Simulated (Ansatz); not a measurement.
YO, multiplicity 2 (lowest of 2S+1 = 2, 4, 6 at CCSD(T)/def2-TZVPP on PBE0 minima; our sources give no spin for the ground state, which may be another), most abundant isotopes (88.9058 and 15.9949 u). Constants from fifth-degree fits in 1/R to seven points on the lowest solution found; no spin–orbit coupling, no relativity up to Kr; ω_e x_e and α_e move by some per cent with the fit.

Correlated levels freeze the inner cores; with def2 sets outer-core shells near the valence are correlated too. CBS: X⁻³ extrapolation of the correlation energy, Hartree–Fock from the larger set.

Codes used: Ansatz (a first-principles code). Each number belongs to the level named beside it. In def2 rows elements past Kr take small-core potentials, without spin–orbit coupling.

```csv
level,r_e (Å),ω_e (cm⁻¹),ω_e x_e (cm⁻¹),α_e (cm⁻¹)
PBE/def2-TZVPP,1.8013,858.3,2.86,0.00175
"CCSD(T)/CBS(def2-TZVPP, def2-QZVPP)",1.7923,856.1,2.68,0.00173
```

Task: Derive the rotational constants, the centrifugal constant, the fundamental, the zero-point energy and the force constant.

Result: 
μ = 13.55606 u.
- PBE/def2-TZVPP: B_e = 16.8576/(μ r_e²) = 0.38327 cm⁻¹; B₀ = B_e − α_e/2 = 0.38239 cm⁻¹; D = 4B_e³/ω_e² = 3.06e-07 cm⁻¹; fundamental ω_e − 2ω_e x_e = 853 cm⁻¹; zero-point energy ω_e/2 − ω_e x_e/4 = 428 cm⁻¹; k = μ(2πcω_e)² = 588 N/m
- CCSD(T)/CBS(def2-TZVPP, def2-QZVPP): B_e = 16.8576/(μ r_e²) = 0.38713 cm⁻¹; B₀ = B_e − α_e/2 = 0.38627 cm⁻¹; D = 4B_e³/ω_e² = 3.17e-07 cm⁻¹; fundamental ω_e − 2ω_e x_e = 851 cm⁻¹; zero-point energy ω_e/2 − ω_e x_e/4 = 427 cm⁻¹; k = μ(2πcω_e)² = 585 N/m
